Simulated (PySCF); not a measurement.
# GeN⁺: input and log

State: ³Σ⁻ (triplet), unpaired electrons π ↑↑.

An equivalent input (the run itself took its basis sets from the Basis Set Exchange, started from a PBE0 density and held the occupation σ 10α 10β, πx 4α 3β, πy 4α 3β, δx 1α 1β, δy 1α 1β):

```python
from pyscf import gto, scf, cc
mol = gto.M(atom='Ge 0 0 0; N 0 0 1.909', basis={'Ge': 'def2-TZVPPD', 'N': 'def2-TZVPPD'},
            charge=1, spin=2, verbose=4, symmetry='C2v')
mf = scf.UHF(mol)
mf.irrep_nelec = {'A1': (11, 11), 'A2': (1, 1), 'B1': (4, 3), 'B2': (4, 3)}
mf.conv_tol = 1e-9
mf.max_cycle = 60
mf.diis_space = 10
mf.kernel()
mycc = cc.CCSD(mf, frozen=[[0, 1, 2, 3, 4, 5, 6, 7, 8, 9, 90], [0, 1, 2, 3, 4, 5, 6, 7, 8, 9, 90]])
mycc.run(conv_tol=1e-7, conv_tol_normt=1e-5, max_cycle=80, diis_space=8)
et = mycc.ccsd_t()
```

The SCF ended at -2129.46404465 hartree. The coupled-cluster part of the log:

```
******** <class 'pyscf.cc.uccsd.UCCSD'> ********
CC2 = 0
CCSD nocc = (10, 8), nmo = (80, 80)
frozen orbitals [[0, 1, 2, 3, 4, 5, 6, 7, 8, 9, 90], [0, 1, 2, 3, 4, 5, 6, 7, 8, 9, 90]]
max_cycle = 80
direct = 0
conv_tol = 1e-07
conv_tol_normt = 1e-05
diis_space = 8
diis_start_cycle = 0
diis_start_energy_diff = 1e+09
Init t2, MP2 energy = -0.314381437389276
Init E_corr(UCCSD) = -0.314381437391704
cycle = 1  E_corr(UCCSD) = -0.321230379186919  dE = -0.0068489418  norm(t1,t2) = 0.0856644
cycle = 2  E_corr(UCCSD) = -0.332759628427326  dE = -0.0115292492  norm(t1,t2) = 0.0315964
cycle = 3  E_corr(UCCSD) = -0.334109694739299  dE = -0.00135006631  norm(t1,t2) = 0.0195932
cycle = 4  E_corr(UCCSD) = -0.336645330756011  dE = -0.00253563602  norm(t1,t2) = 0.00942486
cycle = 5  E_corr(UCCSD) = -0.336618480529619  dE = 2.68502264e-05  norm(t1,t2) = 0.00403317
cycle = 6  E_corr(UCCSD) = -0.336437728551461  dE = 0.000180751978  norm(t1,t2) = 0.00149272
cycle = 7  E_corr(UCCSD) = -0.336508735329462  dE = -7.1006778e-05  norm(t1,t2) = 0.000560369
cycle = 8  E_corr(UCCSD) = -0.336512131080728  dE = -3.39575127e-06  norm(t1,t2) = 0.000172878
cycle = 9  E_corr(UCCSD) = -0.336505860223387  dE = 6.27085734e-06  norm(t1,t2) = 8.87358e-05
cycle = 10  E_corr(UCCSD) = -0.336507523341265  dE = -1.66311788e-06  norm(t1,t2) = 3.72506e-05
cycle = 11  E_corr(UCCSD) = -0.336508206113568  dE = -6.82772303e-07  norm(t1,t2) = 1.77104e-05
cycle = 12  E_corr(UCCSD) = -0.336508166739267  dE = 3.93743005e-08  norm(t1,t2) = 6.80682e-06
UCCSD converged
E(UCCSD) = -2129.800552818237  E_corr = -0.336508166739267
UCCSD(T) correction = -0.0129874230382063
```

T1 diagnostic 0.020, D1 0.068, 18 electrons correlated, 1 of the virtual orbitals (those above 20 hartree) left out.

Repeating this along the bond gives Re = 1.910 Å and ωe = 628 cm⁻¹.

A point of this curve took 87 CPU seconds beside 0.48 for the integrals, on Arm Neoverse V2 (shared host).

Correlated steps freeze 10 core orbitals. Spin–orbit coupling is left out. The state is the lowest determinant that a PBE0 search found; another state may lie lower at other levels.
